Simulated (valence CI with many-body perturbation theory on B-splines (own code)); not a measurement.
Results of a calculation; reference values are marked as such.
From CI to CI+MBPT in Nd21+

Method: relativistic CI+MBPT: three valence electrons over a frozen Dirac-Fock core [Kr], radial functions for each j: 9 s, 9 p, 10 d, 8 f, 5 g, 3 h, 1 i, with the one-electron correlation potential Σ1, the two-electron term Σ2, the three-electron term Σ3, Breit, model QED; selected CI, second order for the rest (own B-spline code, finite nucleus).

No measured levels were compared; by estimate terms of the open shell hold to 2 to 4 % of their energy, and close levels can change places. Only levels of the ground parity were solved; by the run's estimate the other parity begins above the list, which can be wrong where configurations are misplaced.

Each rung adds one term. CI alone is the Dirac-Coulomb CI over the frozen core; QED comes last and gives the full result, which names the levels. Energies are above (4d3/2^3) J=3/2 on the same rung, in cm⁻¹.

Levels are named by their leading jj configuration (3d3/2^4 stands for four electrons in 3d with j = 3/2), which in mixed levels can hold well under half, so a name can repeat and another be missing. Letters in brackets count levels of one name in rising energy.

| Level | CI alone | + Σ1 | + Σ2 | + Σ3 | + Breit | Full |
| --- | --- | --- | --- | --- | --- | --- |
| (4d3/2^2 4d5/2) J=5/2 [a] | 27878 | 28250 | 28378 | 28542 | 27537 | 27644 |
| (4d3/2^2 4d5/2) J=7/2 | 45073 | 45554 | 45060 | 45070 | 43674 | 43806 |
| (4d3/2^2 4d5/2) J=3/2 | 46468 | 46775 | 46154 | 46287 | 45521 | 45608 |
| (4d3/2^2 4d5/2) J=9/2 | 52807 | 53260 | 51659 | 51501 | 50102 | 50218 |
| (4d3/2^2 4d5/2) J=1/2 | 54822 | 55183 | 54221 | 54351 | 53413 | 53515 |
| (4d3/2 4d5/2^2) J=7/2 [a] | 81127 | 81842 | 80799 | 80520 | 78588 | 78789 |
| (4d3/2^2 4d5/2) J=5/2 [b] | 82900 | 83490 | 82805 | 82601 | 81059 | 81227 |
| (4d3/2 4d5/2^2) J=9/2 | 85959 | 86751 | 85203 | 85246 | 82977 | 83197 |
| (4d3/2 4d5/2^2) J=3/2 [a] | 95592 | 96350 | 96466 | 96111 | 94211 | 94427 |
| (4d3/2 4d5/2^2) J=1/2 | 100504 | 101284 | 100997 | 101318 | 99331 | 99552 |
| (4d3/2 4d5/2^2) J=11/2 | 109397 | 110246 | 106807 | 106629 | 104161 | 104385 |
| (4d3/2 4d5/2^2) J=5/2 [a] | 115851 | 116671 | 115155 | 114093 | 112050 | 112269 |
| (4d3/2 4d5/2^2) J=5/2 [b] | 123661 | 124352 | 121458 | 120782 | 119055 | 119247 |
| (4d3/2 4d5/2^2) J=7/2 [b] | 130178 | 130983 | 127403 | 126726 | 124590 | 124805 |
| (4d5/2^3) J=9/2 | 132859 | 134049 | 132804 | 132507 | 129294 | 129628 |
| (4d5/2^3) J=3/2 | 139787 | 140868 | 141992 | 141990 | 139231 | 139542 |
| (4d3/2 4d5/2^2) J=3/2 [b] | 181891 | 182842 | 180884 | 179443 | 177204 | 177460 |
| (4d5/2^3) J=5/2 | 189030 | 190134 | 190317 | 189192 | 186439 | 186750 |

Task: How does the ionisation energy move along the ladder, and which term matters most?

Result: CI alone 636.22, + Σ1 638.66, + Σ2 640.11, + Σ3 640.12, + Breit 639.87, + QED 639.90 eV. The largest step is Σ1, 2.44 eV. NIST lists 638 ± 4 eV (theoretical).
